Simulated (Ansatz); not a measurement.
singlet oxygen (O$_{2}$), singlet, geometry from GFN2-xTB; B3LYP/6-31G in Ansatz (a quantum-chemistry and plane-wave program).

The Ansatz input:
Ansatz 0.2 input:
```yaml
crystal:
  periodic: [false, false, false]
  atoms:
    - {symbol: O, position_ang: [-0.00000000, -0.00000000, -0.60495136]}
    - {symbol: O, position_ang: [0.00000000, 0.00000000, 0.60495136]}
basis:
  gaussian:
    orbitals: 6-31G
hamiltonian:
  xc: b3lyp
```

The log (banner, timings and long lists left out):

```
Functional definition: B3LYP
155 factors; integrals over basis functions are off by at most 9.7e-5 eV
mean field evaluation 1: about -4087.0110 eV, gradient 1.1e1 eV
mean field evaluation 2: about -4087.2317 eV, gradient 5.7e0 eV
mean field evaluation 4: about -4087.2892 eV, gradient 1.7e-2 eV
mean field evaluation 8: about -4087.2782 eV, gradient 2.1e-3 eV
mean field -4087.27821002 eV, -150.2047037617 hartree, gradient 3.8e-5 eV, S^2 0.000000; 0 other end points of the search recorded, 0 dependent functions left out
reference -4087.27828719 eV, -150.2047065974 hartree; 8, 8 occupied and 10, 10 virtual orbitals, 155 factors
Total energy: -4087.27828719 eV, -150.2047065974 hartree
```
